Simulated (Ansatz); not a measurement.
Basis sets compared for the cluster TeAs5⁻. The state is a singlet with charge -1. Geometry r2SCAN-D4/def2-SVPD. Ansatz on 4 threads of Arm Neoverse V1 on a shared host; times are rough, and most runs start from earlier orbitals.

```xyz
6

As   -2.2837   -0.2358   -1.1148
As    0.9130    1.7088   -0.3848
As   -1.0664   -1.6405    0.2640
As    0.8562   -0.3804    0.6468
As   -1.1163    1.7397   -1.4971
Te    2.6973   -1.1918    2.0858
```

In the def2 sets Te takes a core potential; there is no spin–orbit coupling. The restricted singlet is unstable towards broken spin symmetry in Hartree–Fock (as tested in another run); at PBE-D4/def2-TZVPD, PBE0-D4/def2-SVPD, PBE0-D4/def2-TZVPD this wasn't settled. Another isomer (singlet) lies 0.19 eV lower at PBE0-D4/def2-TZVPD; other spin states weren't run for this one.

```tsv
level	functions	energy (Eh)	HOMO (eV)	LUMO (eV)	wall time
PBE-D4/def2-SVPD	225	-11444.6195	-1.12	0.67	6 s
PBE0-D4/def2-SVPD	225	-11444.9350	-1.89	1.14	14 s
```

**Question.** Estimate the rows for PBE-D4/def2-TZVPD, PBE0-D4/def2-TZVPD (with forces).

**Answer.** 
```json
{"level": "PBE-D4/def2-TZVPD", "functions": "329", "energy (Eh)": "-11446.0075", "HOMO (eV)": "-1.17", "LUMO (eV)": "0.61", "wall time": "9.5 s"}
{"level": "PBE0-D4/def2-TZVPD (with forces)", "functions": "329", "energy (Eh)": "-11446.3228", "HOMO (eV)": "-1.94", "LUMO (eV)": "1.10", "wall time": "35 s"}
```
